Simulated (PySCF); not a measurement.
Al₂H₄O₄, SMILES [OH][Al]([Al]([OH])[OH])[OH]. Atoms are numbered in the order given.

```xyz
10

Al     0.0000     0.0000     1.2569
O     -1.0582     1.0582     2.0855
O      1.0582    -1.0582     2.0855
Al     0.0000     0.0000    -1.2569
O     -1.0582    -1.0582    -2.0855
O      1.0582     1.0582    -2.0855
H     -1.1749     1.1749     3.0324
H      1.1749    -1.1749     3.0324
H     -1.1749    -1.1749    -3.0324
H      1.1749     1.1749    -3.0324
```
Charge 0, spin multiplicity 1.

The structure is a stationary point at B3LYP-D3(BJ)/def2-SVP. The structure was generated by enumeration; whether it is a known compound was not checked. The values are those of a single conformer.

Level of theory: B3LYP-D3(BJ)/def2-SVP in PySCF.

Frequencies are harmonic and unscaled.

Modes within 1.5 cm⁻¹ of each other (mostly degenerate sets) share a row, with their intensities summed.

```csv
mode,ν (cm⁻¹),IR (km/mol),moving atoms (share of kinetic energy)
1,28,0.0,O 93 %
2–3,93,6.3,"O 71 %, Al 17 %, H 12 %"
4,181,0.0,"O 81 %, H 13 %"
5–6,237,8.9,"Al 70 %, O 21 %, H 9 %"
7,240,87.2,"O 46 %, Al 28 %, H 26 %"
8,287,0.0,H 93 %
9,294,0.0,H 93 %
10–11,370,558.0,"H 80 %, O 17 %"
12,372,0.0,"Al 55 %, O 27 %, H 18 %"
13–14,473,707.4,"H 88 %, O 11 %"
15,559,0.2,"H 59 %, O 40 %"
16,563,0.0,"H 63 %, O 37 %"
17,781,265.3,"O 55 %, Al 28 %, H 17 %"
18,834,0.0,"O 49 %, Al 39 %, H 12 %"
19–20,906,212.0,"Al 48 %, O 48 %"
21–22,3918,44.1,H 94 %
23–24,3920,191.8,H 94 %
```
